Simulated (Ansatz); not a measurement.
A nudged elastic band was laid between two geometries of CH7BNSi (11 atoms, charge 1, multiplicity 1).

Level of theory: Ansatz 0.2.0, RKS PBE/cc-pVDZ.

```yaml
movable_images: 7
climbing_image: yes
spring: 5.0 eV/Å²
optimiser: quadratic models (default)
start_path: IDPP
force_threshold: 0.05 eV/Å
iteration_limit: 60
end_points: relaxed
```

Initial state:

```xyz
11
Properties=species:S:1:pos:R:3
Si -0.874 1.395 0.038
N 0.532 0.110 0.100
B 0.457 -1.203 0.845
C 0.453 -1.242 -0.666
H -0.777 1.958 -1.345
H -0.529 2.335 1.149
H -2.084 0.547 0.278
H 1.469 0.551 0.096
H 0.463 -1.587 1.974
H 1.368 -1.500 -1.226
H -0.479 -1.364 -1.245
```

Final state:

```xyz
11
Properties=species:S:1:pos:R:3
Si -1.034 1.232 0.354
N 0.370 -0.057 0.408
B 0.194 -1.525 0.093
C 0.973 -0.676 -0.886
H -1.989 0.612 -0.617
H -0.358 2.469 -0.146
H -1.512 1.279 1.771
H 1.064 0.146 1.149
H -0.302 -2.488 0.591
H 2.076 -0.705 -0.904
H 0.517 -0.286 -1.813
```

(1) What changes between the two ends?

(2) Give the energies along the band, and the barrier.

(3) What is the geometry of the highest image?

(4) What are the harmonic wavenumbers there?

## Answers

(1) No bond is made or broken. The dihedral H6–Si1–N2–C4 goes from 167 to -72°. The two ends are copies of one structure, up to a mirror image or an exchange of like atoms.

(2) It converged. The highest image is number 4 of 0 to 8, 4.3 kJ/mol above the ends, which have the same energy within 2 meV. A vibrational analysis at the climbing image gives one clearly imaginary mode, 104i cm⁻¹: a first-order saddle point. Limits of this set-up: the dipole of an ion depends on the origin.

```tsv
image	path coordinate (Å)	energy (kJ/mol)	dihedral H6–Si1–N2–C4 (°)
0	0.00	0.0	167
1	0.54	0.6	-180
2	1.08	2.1	-165
3	1.62	3.7	-149
4	2.16	4.3	-133
5	2.71	3.6	-117
6	3.26	2.1	-102
7	3.80	0.6	-87
8	4.35	0.0	-72
```

(3) 
```xyz
11
Properties=species:S:1:pos:R:3
Si -0.979 1.315 0.249
N 0.445 0.032 0.306
B 0.265 -1.465 0.433
C 0.789 -0.922 -0.875
H -1.326 1.344 -1.207
H -0.327 2.553 0.777
H -2.043 0.737 1.126
H 1.273 0.403 0.804
H -0.097 -2.246 1.258
H 1.865 -0.972 -1.118
H 0.135 -0.779 -1.753
```

(4) 104i, 176, 227, 502, 509, 620, 642, 689, 736, 794, 858, 881, 891, 936, 963, 1018, 1020, 1201, 1231, 1339, 2195, 2237, 2243, 2755, 3052, 3142, 3375 cm⁻¹.

Time of the run: 47 s on 2 threads of Intel(R) Xeon(R) Platinum 8488C (Sapphire Rapids) (shared host), peak memory 0.16 GiB.
